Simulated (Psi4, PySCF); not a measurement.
Input for PySCF:
```python
from pyscf import gto, scf, dft

mol = gto.M(
    atom='''
Si   -0.00639139   -0.00195053    0.08523542
H     0.04566728    1.28384221   -0.56751131
H     0.04381220   -1.25653473   -0.62578461
''',
    basis='6-311g**',
    spin=2,
    verbose=4,
)

mf = dft.UKS(mol)
mf.xc = 'camb3lyp'
mf.grids.atom_grid = (99, 590)
mf.grids.prune = None
mf.kernel()
```

Question: Convert this to an input for Psi4.

Answer: Several could match; the one computed here: 
```
memory 2 GB

molecule mol {
0 3
Si   -0.006391   -0.001951    0.085235
H     0.045667    1.283842   -0.567511
H     0.043812   -1.256535   -0.625785
}

set {
  basis 6-311g**
  reference uks
  scf_type pk
  puream true
  d_convergence 1e-8
  dft_radial_points 99
  dft_spherical_points 590
}

energy('cam-b3lyp')
print_variables()
```

Both were run: PySCF gave -290.585172 Eh and Psi4 -290.585172 Eh, 0.000 mEh apart.
